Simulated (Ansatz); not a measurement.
# Relaxing a trial structure of C4H12B2O

The starting geometry of this gas-phase singlet was optimised with GFN2-xTB.

```yaml
atoms:
  - { symbol: C, position_ang: [-1.2244, 1.7989, 1.1658] }
  - { symbol: C, position_ang: [0.1312, 2.2114, 1.7504] }
  - { symbol: C, position_ang: [-2.1125, 1.2737, 2.3020] }
  - { symbol: C, position_ang: [-1.8947, 3.0407, 0.5571] }
  - { symbol: B, position_ang: [1.2936, 0.0936, -0.8824] }
  - { symbol: B, position_ang: [-1.0684, 0.6718, 0.0105] }
  - { symbol: O, position_ang: [0.0974, 0.3568, -0.4588] }
  - { symbol: H, position_ang: [1.9230, -0.7557, -0.3586] }
  - { symbol: H, position_ang: [1.7337, 0.7012, -1.7935] }
  - { symbol: H, position_ang: [-2.0273, 0.1364, -0.4244] }
  - { symbol: H, position_ang: [0.7833, 2.6039, 0.9725] }
  - { symbol: H, position_ang: [0.0031, 2.9811, 2.5107] }
  - { symbol: H, position_ang: [0.6273, 1.3578, 2.2081] }
  - { symbol: H, position_ang: [-1.6664, 0.3955, 2.7637] }
  - { symbol: H, position_ang: [-2.2407, 2.0364, 3.0690] }
  - { symbol: H, position_ang: [-3.0942, 0.9977, 1.9247] }
  - { symbol: H, position_ang: [-2.8669, 2.7871, 0.1410] }
  - { symbol: H, position_ang: [-1.2810, 3.4573, -0.2388] }
  - { symbol: H, position_ang: [-2.0357, 3.8068, 1.3184] }
```

**Question.** Where would you expect an optimisation with B3LYP/def2-SVP to take it?

**Answer.** It keeps its bonds, and is `BOBC(C)(C)C`.

The energy falls by 0.20 eV over 24 steps:

```json
{"step": "1", "E − E(last) (eV)": "0.200"}
{"step": "4", "E − E(last) (eV)": "0.013"}
{"step": "6", "E − E(last) (eV)": "0.001"}
{"step": "9", "E − E(last) (eV)": "0.001"}
{"step": "11", "E − E(last) (eV)": "0.000"}
{"step": "14", "E − E(last) (eV)": "0.000"}
{"step": "16", "E − E(last) (eV)": "0.000"}
{"step": "19", "E − E(last) (eV)": "0.000"}
{"step": "21", "E − E(last) (eV)": "0.000"}
{"step": "24", "E − E(last) (eV)": "0.000"}
```

Final geometry (Å):

```yaml
atoms:
  - { symbol: C, position_ang: [-1.2083, 1.8566, 1.1599] }
  - { symbol: C, position_ang: [0.1460, 2.3072, 1.7315] }
  - { symbol: C, position_ang: [-2.0608, 1.2054, 2.2746] }
  - { symbol: C, position_ang: [-1.9722, 3.0756, 0.5910] }
  - { symbol: B, position_ang: [1.3249, -0.0716, -0.8509] }
  - { symbol: B, position_ang: [-1.0668, 0.7935, -0.0131] }
  - { symbol: O, position_ang: [0.1259, 0.3488, -0.4411] }
  - { symbol: H, position_ang: [1.8132, -1.0434, -0.3234] }
  - { symbol: H, position_ang: [1.8819, 0.5319, -1.7378] }
  - { symbol: H, position_ang: [-2.0485, 0.3450, -0.5654] }
  - { symbol: H, position_ang: [0.7766, 2.7817, 0.9615] }
  - { symbol: H, position_ang: [0.0080, 3.0433, 2.5427] }
  - { symbol: H, position_ang: [0.7150, 1.4604, 2.1499] }
  - { symbol: H, position_ang: [-1.5557, 0.3326, 2.7217] }
  - { symbol: H, position_ang: [-2.2491, 1.9283, 3.0883] }
  - { symbol: H, position_ang: [-3.0397, 0.8681, 1.8967] }
  - { symbol: H, position_ang: [-2.9490, 2.7864, 0.1703] }
  - { symbol: H, position_ang: [-1.4017, 3.5832, -0.2051] }
  - { symbol: H, position_ang: [-2.1591, 3.8193, 1.3860] }
```

The end wasn't checked by frequencies. Run with Ansatz 0.2.0, 73 s on 4 threads of Arm Neoverse V1, on a shared host.
